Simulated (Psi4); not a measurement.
C₆H₈ (SMILES C1=CCCC=C1), singlet, at a GFN2-xTB geometry; SCS-MP2/STO-3G (Psi4).

Input for Psi4:
```
memory 2 GB

molecule {
0 1
  C     0.33415403   -1.32094912    0.37025126
  C     1.34641342   -0.52637671    0.03031447
  C     1.12170147    0.88666805   -0.21546712
  C    -0.11301375    1.35323081   -0.38684073
  C    -1.29270643    0.42569228   -0.37438804
  C    -1.04916727   -0.76755513    0.55007034
  H     0.48430172   -2.36848684    0.58687686
  H     2.35391142   -0.90435261   -0.06299487
  H     1.98251912    1.53737759   -0.26231479
  H    -0.30020542    2.39536091   -0.60068737
  H    -1.45672544    0.07023329   -1.39983198
  H    -2.19481983    0.95787436   -0.06778948
  H    -1.79744996   -1.54065932    0.36728094
  H    -1.15582054   -0.45160844    1.59581954
}

set basis sto-3g

energy('scs-mp2')
print_variables()
```

**Question.** Write the output that Psi4 gives for this input, abridged.

**Answer.** 
```
   => Loading Basis Set <=

    Name: STO-3G
    Role: ORBITAL
    Keyword: BASIS

         ---------------------------------------------------------
                                   SCF
               by Justin Turney, Rob Parrish, Andy Simmonett
                          and Daniel G. A. Smith
                              RHF Reference
         ---------------------------------------------------------

  ==> Geometry <==

    Molecular point group: c1
    Full point group: C1

    Geometry (in Angstrom), charge = 0, multiplicity = 1:

       Center              X                  Y                   Z               Mass
    ------------   -----------------  -----------------  -----------------  -----------------
         C            0.308324503164    -1.324719672623     0.372188937223    12.000000000000
         C            1.320583893164    -0.530147262623     0.032252147223    12.000000000000
         C            1.095871943164     0.882897497377    -0.213529442777    12.000000000000
         C           -0.138843276836     1.349460257377    -0.384903052777    12.000000000000
         C           -1.318535956836     0.421921727377    -0.372450362777    12.000000000000
         C           -1.074996796836    -0.771325682623     0.552008017223    12.000000000000
         H            0.458472193164    -2.372257392623     0.588814537223     1.007825032230
         H            2.328081893164    -0.908123162623    -0.061057192777     1.007825032230
         H            1.956689593164     1.533607037377    -0.260377112777     1.007825032230
         H           -0.326034946836     2.391590357377    -0.598749692777     1.007825032230
         H           -1.482554966836     0.066462737377    -1.397894302777     1.007825032230
         H           -2.220649356836     0.954103807377    -0.065851802777     1.007825032230
         H           -1.823279486836    -1.544429872623     0.369218617223     1.007825032230
         H           -1.181650066836    -0.455378992623     1.597757217223     1.007825032230

  Running in c1 symmetry.

  Rotational constants: A =      0.17238  B =      0.17045  C =      0.09107 [cm^-1]
  Rotational constants: A =   5167.74989  B =   5109.94809  C =   2730.34262 [MHz]
  Nuclear repulsion =  220.494490910300726

  Charge       = 0
  Multiplicity = 1
  Electrons    = 44
  Nalpha       = 22
  Nbeta        = 22

  ==> Algorithm <==

  SCF Algorithm Type is PK.
  DIIS enabled.
  MOM disabled.
  Fractional occupation disabled.
[...]
  @RHF Final Energy:  -229.04029845922310
    Total Energy =                       -229.0402984592230951
  DIE_IF_NOT_CONVERGED          => (empty)
[...]
  WRITER_FILE_LABEL             => (empty)
  ZORA_BASIS_TOLERANCE          => (empty)
  ZORA_NR_DEBUG                 => (empty)
  ZORA_PRUNING_SCHEME           => (empty)
  ZORA_RADIAL_POINTS            => (empty)
  ZORA_SPHERICAL_POINTS         => (empty)

 ==============================================================================
 ==============================================================================
 ==============================================================================

                             MP2
                    Program Written by Ugur Bozkaya,
              Additional Contributions by J. P. Misiewicz

 ==============================================================================
 ==============================================================================
 ==============================================================================

	MO spaces per irreps...

	IRREP   FC    OCC   VIR  FV
	==============================
	   A     0    22    16    0
	==============================

	Cost of iabc is      0 MB
	Cost of abcd is      0 MB
	Switching to the incore algorithm for iabc..
	Switching to the incore algorithm for abcd..

	Computing MP2 energy using SCF MOs (Canonical MP2)...
	==============================================================================
	Nuclear Repulsion Energy (a.u.)    :   220.49449091030073
	SCF Energy (a.u.)                  :  -229.04029845922310
	REF Energy (a.u.)                  :  -229.04029845922310
	Alpha-Alpha Contribution (a.u.)    :    -0.02647186960604
	Alpha-Beta Contribution (a.u.)     :    -0.28369342012837
	Beta-Beta Contribution (a.u.)      :    -0.02647186960604
	Scaled_SS Correlation Energy (a.u.):    -0.01764791307069
	Scaled_OS Correlation Energy (a.u.):    -0.34043210415404
	SCS-MP2 Total Energy (a.u.)        :  -229.39837847644782
	SOS-MP2 Total Energy (a.u.)        :  -229.38073056337714
	SCSN-MP2 Total Energy (a.u.)       :  -229.13347944023633
	SCS-MP2-VDW Total Energy (a.u.)    :  -229.42989790659345
	SOS-PI-MP2 Total Energy (a.u.)     :  -229.43746924740282
	MP2 Correlation Energy (a.u.)      :    -0.33663715934045
	MP2 Total Energy (a.u.)            :  -229.37693561856355
	==============================================================================

  Variable Map:
  ----------------------------------------------------------------------------
[...]
  Array Variable Map:
  ----------------------------------------------------------------------------
[...]
[...]
```
